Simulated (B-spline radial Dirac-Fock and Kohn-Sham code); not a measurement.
# Elastic scattering of 186 eV electrons by the Ir atom

These are calculated numbers from a B-spline atomic structure program; the model is relativistic (Dirac) partial waves in the static field of the Dirac-Fock atom with Furness-McCarthy exchange, without polarisation or absorption potentials. Below a few hundred eV the neglected polarisation potential matters, most of all at small angles.

| θ (°) | dσ/dΩ (a₀²/sr) | Sherman function |
| --- | --- | --- |
| 5 | 101 | 0.003 |
| 10 | 66.6 | 0.007 |
| 15 | 37.2 | 0.013 |
| 20 | 18.4 | 0.021 |
| 25 | 7.97 | 0.033 |
| 30 | 2.77 | 0.040 |
| 35 | 0.759 | -0.023 |
| 40 | 0.484 | -0.218 |
| 45 | 0.910 | -0.162 |
| 50 | 1.37 | -0.108 |
| 55 | 1.53 | -0.079 |
| 60 | 1.37 | -0.059 |
| 65 | 0.992 | -0.041 |
| 70 | 0.575 | -0.016 |
| 75 | 0.248 | 0.032 |
| 80 | 0.0648 | 0.186 |
| 85 | 0.00718 | 0.895 |
| 90 | 0.0207 | -0.208 |
| 95 | 0.0505 | -0.309 |
| 100 | 0.0659 | -0.365 |
| 105 | 0.0656 | -0.426 |
| 110 | 0.0654 | -0.417 |
| 115 | 0.0803 | -0.287 |
| 120 | 0.112 | -0.153 |
| 125 | 0.145 | -0.078 |
| 130 | 0.160 | -0.045 |
| 135 | 0.142 | -0.037 |
| 140 | 0.0970 | -0.061 |
| 145 | 0.0499 | -0.165 |
| 150 | 0.0367 | -0.310 |
| 155 | 0.0881 | -0.160 |
| 160 | 0.213 | -0.072 |
| 165 | 0.392 | -0.037 |
| 170 | 0.580 | -0.019 |
| 175 | 0.722 | -0.009 |

The total elastic cross section is 27.3 a₀², the first transport cross section 3.53 a₀² and the second, weighted with (3/2) sin²θ, 6.45 a₀². The mean deflection is ⟨1 − cos θ⟩ = 0.129, and 2.5 % of the collisions scatter beyond 90°.

On this grid of angles the cross section has minima near 40°, 85°, 110°, 150°, from interference among the few low partial waves with large phase shifts.
